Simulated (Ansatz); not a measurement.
`[NH2][In]([F])[F]` + HCl → `[F][In]([F])[Cl]` + NH₃ at 298.15 K and 1 bar (ligand exchange at the In–N bond).

Computed with Ansatz on PBE0-D4/def2-TZVP structures; ΔE is electronic, products minus reactants. CCSD(T)/CBS adds triple-zeta CCSD(T) − MP2 to the extrapolated MP2 energy (def2 sets, frozen cores). This one scheme is used for every species. def2 core potentials past Kr. For In outer-core shells are correlated without core-valence functions, which leaves a few kJ/mol of doubt a bond. Each species was taken in one conformer, which may not be the lowest.

```tsv
species	CCSD(T)/CBS energy (Eh)	H − E (kJ/mol)	S (J/(mol·K))
`[NH2][In]([F])[F]`	-445.37255	93.8	336.1
HCl	-460.38127	26.6	186.8
`[F][In]([F])[Cl]`	-849.27843	28.9	328.9
NH₃	-56.50880	100.5	192.4
```

H − E and S are ideal-gas, rigid-rotor, harmonic terms from PBE0-D4/def2-TZVP, for one conformer and one mirror image of each species. 1 Eh = 2625.50 kJ/mol, R = 8.31446 J/(mol·K).

By hand: ΔE, ΔH, ΔS and ΔG.

ΔE = (-849.27843) + (-56.50880) − (-445.37255) − (-460.38127) = -0.03341 Eh = -87.7 kJ/mol. Δ(H − E) = 28.9 + 100.5 − 93.8 − 26.6 = 9.0, so ΔH = -78.7 kJ/mol. ΔS = 328.9 + 192.4 − 336.1 − 186.8 = -1.6 J/(mol·K). ΔG = -78.7 − 298.15 × (-1.6)/1000 = -78.2 kJ/mol.

By hand: the equilibrium constant, and the temperature at which ΔG would vanish if ΔH and ΔS stayed fixed.

log₁₀ K = −ΔG/(RT ln 10) = 13.7. ΔG = 0 at ΔH/ΔS = 49188 K, far beyond where these terms or the molecules hold.

The number of gas molecules stays the same, so ΔS is small and ΔH decides. A doubt of 5 kJ/mol in ΔE shifts log₁₀ K by 0.9 here. Other conformers and mirror images would add mixing entropy, several J/(mol·K) or more a flexible species. These are equilibria of isolated gas molecules and say nothing of rates. Largest T1 diagnostic: 0.016 (customary marks: 0.02 for closed shells, 0.045 for open ones).
